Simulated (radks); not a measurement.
Spherical jellium clusters: N electrons in a uniform positive sphere of charge N and radius rs N^(1/3), rs = 4.03 bohr. Method: non-relativistic Kohn-Sham, exchange-only LDA, spin-polarised, spherical densities; computed with a radial shooting solver with Libxc functionals. Levels are named by radial order and angular momentum (1s, 1p, 1d, 2s, ...), and open shells are averaged over m.

N = 34, configuration 1s2 1p6 1d10 2s2 1f14. This is the lowest configuration that the search found. Occupied and some empty levels:

level,occupation,eigenvalue (eV),<r> (bohr)
1s,2,-4.5748,7.136
1p,6,-3.8885,8.996
1d,10,-3.1201,10.13
2s,2,-2.9741,8.389
1f,14,-2.2491,10.99
2p,0,-1.8882,9.441
1g,0,-1.2845,11.79
2d,0,-0.82182,11.48

Energy (eV): total -37.2840, kinetic 57.557, external -2857.9, Hartree 1414.0, exchange-correlation -96.604, background 1445.6. Static polarisability (adiabatic kernel): 2929 bohr^3, against R^3 = 2225 for a classical metal sphere.

Electron density:

r (bohr),n(r) (e/bohr^3)
0.416,0.004837
1.46,0.004511
2.51,0.003948
3.55,0.003382
4.60,0.003054
5.64,0.003091
6.69,0.003449
7.73,0.003931
8.78,0.004261
9.82,0.004164
10.9,0.003501
11.9,0.002439
13.0,0.001370
14.0,0.0006499
15.1,0.0002745
16.1,0.0001096
17.1,0.00004175
18.2,0.00001567
19.2,5.751e-06
20.3,2.119e-06
